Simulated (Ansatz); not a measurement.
CH2BN2, SMILES `N#C[B-]N` (lower singlet) (charge -1, multiplicity 1). This singlet lies 0.85 eV below the relaxed triplet at the level B3LYP/aug-cc-pVTZ // PBE0-D3(BJ)/def2-TZVPD (Ansatz, a first-principles code).

Cartesian coordinates (Å):
```xyz
6

N      2.4921    -0.0008    -0.4949
C      1.4150    -0.1004    -0.0612
B      0.0552    -0.2896     0.6735
N     -1.0295     0.0445    -0.1746
H     -0.9538     0.3668    -1.1373
H     -1.9790    -0.0204     0.1398
```
Charge -1, spin multiplicity 1.

The restricted HF start is unstable towards unrestricted orbitals.

**Question.** Give the natural occupations of the active orbitals, the CASSCF energy and the corrected energy for Ansatz with frozen-core fic-MRCISD+Q@CASSCF(6e,6o)/aug-cc-pVTZ // PBE0-D3(BJ)/def2-TZVPD.

**Answer.** 
- natural occupations: 1.98, 1.95, 1.94, 0.06, 0.05, 0.02
- CASSCF energy: -172.7689 Ha
- corrected energy: -173.3481 Ha
- weight of the reference: 0.873
